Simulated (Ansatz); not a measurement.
Molecule: C$_{2}$H$_{8}$O$_{2}$Te, net charge 0, singlet state. 
Structure (B3LYP-D3(BJ)/def2-TZVP (Ansatz, a quantum-chemistry and plane-wave program) minimum search):
```
Te
O 1 2.0843
H 2 0.9630 1 110.31
O 1 2.0843 2 166.39 3 180.00
H 4 0.9630 1 110.31 2 -180.00
C 1 2.1213 2 85.49 3 131.38
H 6 1.0860 1 106.95 2 145.88
H 6 1.0860 7 113.55 4 136.87
H 6 1.0874 7 110.40 8 124.60
C 1 2.1213 2 85.49 3 -131.38
H 10 1.0860 1 106.95 2 -23.91
H 10 1.0860 11 113.55 2 136.87
H 10 1.0874 11 110.40 12 124.60
```

Total electronic energies in hartree. Valence correlation only, unless marked. No spin-orbit coupling. Frozen are the shells of the preceding noble gas and the d and f shells that filled before the atom's block. In def2 rows, elements after Kr have scalar-relativistic effective core potentials. CBS(X,Y): correlation extrapolated as X^-3; Hartree-Fock from the larger set. [CCSD(T)-MP2]/basis is that difference in the basis named.

| level | program | energy (Eh) |
|---|---|---|
| HF/def2-TZVPP | Ansatz | -497.16744 |
| RI-HF/def2-QZVPP | Ansatz | -497.18398 |
| revPBE-D3(BJ)/def2-TZVPD | Ansatz + dftd3 | -499.58271 |
| revPBE-D4/def2-TZVPD | Ansatz + dftd4 | -499.58773 |
| PBE0-D3(BJ)/def2-TZVP | Ansatz + dftd3 | -499.33079 |
| HSE06-D4/def2-TZVPD | Ansatz + dftd4 | -499.32131 |
| LC-wPBE-D3(BJ)/def2-TZVPD | Ansatz + dftd3 | -499.49074 |
| LC-wPBE-D4/def2-TZVPD | Ansatz + dftd4 | -499.49203 |
| wB97M-V/def2-TZVPD | Ansatz | -499.44625 |
| B2GP-PLYP-D4/def2-TZVPD | Ansatz + dftd4 | ___ |
| SCS-MP2/def2-SVP | Ansatz | -497.64008 |
| SCS-MP2/def2-TZVPPD | Ansatz | -498.19627 |
| CCSD/def2-QZVPPD | Ansatz | -498.31300 |
| RI-MP2/CBS(def2-TZVPP,def2-QZVPP)+[CCSD(T)-MP2]/def2-TZVPP | Ansatz | -498.4247 |
| CCSD(T)/CBS(def2-TZVPPD,def2-QZVPPD) | Ansatz | -498.4116 |

Q: Complete the blanks.

A: 
- B2GP-PLYP-D4/def2-TZVPD, energy (Eh): -499.00610
